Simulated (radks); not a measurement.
All-electron atom: I in [Kr] 4d10 5s2 5p4 4f1 (not the ground configuration). All-electron calculation, scalar-relativistic Kohn-Sham, PBEsol, spin-polarised, spherical densities, finite nucleus; open shells are filled with parallel spins first (spin-orbit coupling, left out, can overturn this in heavy ions); Fermi nuclear charge, rms radius 4.75 fm. Program: a radial shooting solver on a logarithmic mesh with Libxc functionals. Some entries of the table are withheld. Estimate them.

orbital,occ.,eigenvalue (eV),<1/r> (bohr^-1),<r> (bohr)
1s up,1,-32973.86,56.81,0.02723
1s down,1,-32973.79,56.81,0.02723
2s up,1,-5101.505,13.02,0.1172
2s down,1,-5101.470,13.02,0.1172
2p up,3,-4580.587,12.45,0.1025
2p down,3,-4580.529,12.45,0.1025
3s up,1,-1035.616,4.665,0.3143
3s down,1,-1035.554,4.665,0.3143
3p up,3,-866.7961,4.436,0.3123
3p down,3,-866.7265,4.436,0.3123
3d up,5,-613.7048,4.199,0.2887
3d down,5,-613.6387,4.199,0.2887
4s up,1,-188.1072,1.887,0.7401
4s down,1,-187.9689,1.887,0.7400
4p up,3,-135.1678,1.728,0.7923
4p down,3,-135.0215,1.728,0.7919
4d up,5,-58.0172,1.440,0.9224
4d down,5,-57.7776,1.444,0.9191
5s up,1,-25.1129,0.6772,(1)
5s down,1,-23.7156,0.6819,(2)
5p up,3,-14.2042,(3),2.309
5p down,1,-12.7519,(4),2.331
4f up,1,(5),0.06557,16.76

Answer. 
(1) 5s up <r> (bohr): 1.922
(2) 5s down <r> (bohr): 1.916
(3) 5p up <1/r> (bohr^-1): 0.5564
(4) 5p down <1/r> (bohr^-1): 0.5538
(5) 4f up eigenvalue (eV): -0.4642
